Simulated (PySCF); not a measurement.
Species: (Cl2Al-mu-F)2.
Bonds: Al1–Cl2, Al1–Cl3, Al1–F4, Al1–F8, F4–Al5, Al5–Cl6, Al5–Cl7, Al5–F8.

The calculation used delta-SCF UKS SCAN, pcX-2 on the ionised atom, pcseg-1 elsewhere, spin-free X2C in PySCF. Binding energies are ΔSCF values: E(core-ionised, relaxed orbitals) − E(ground state) at a fixed geometry, referred to the vacuum level.

Some binding energies are withheld.

```tsv
atom(s)	bonded to	level	binding energy (eV)
F4/F8	2 Al	F 1s	?
Al1/Al5	2 F and 2 Cl	Al 1s	1570.31
Cl2/Cl3/Cl6/Cl7	Al	Cl 1s	2829.24
Cl2/Cl3/Cl6/Cl7	Al	Cl 2p3/2	?
```

(1) What is the Cl 2p3/2 binding energy of Cl2/Cl3/Cl6/Cl7?

(2) What is the F 1s binding energy of F4/F8?

(3) Express the binding energy of F 1s of F4/F8 in atomic units and per mole.

## Answers

(1) 206.66 eV (chlorine bonded to Al), with 2p1/2 at 208.31 eV.

(2) 694.74 eV (fluorine bonded to 2 Al).

(3) 694.74 eV = 25.5312 Eh = 67032 kJ/mol.

Atoms equivalent by their bonding share one computed value, that of the first of them. Spin–orbit coupling isn't in the SCF: each 2p doublet comes from a relaxed spin-free hole plus a matrix of the shell (mean-field spin–orbit coupling and the ground-state 2p splitting), with 2p3/2 averaged over its two sublevels. 2p1/2 minus 2p3/2 (ligand field included): Cl 1.65 eV. Isolated species at its PBE0-D3(BJ)/def2-SVP geometry (one conformer only).
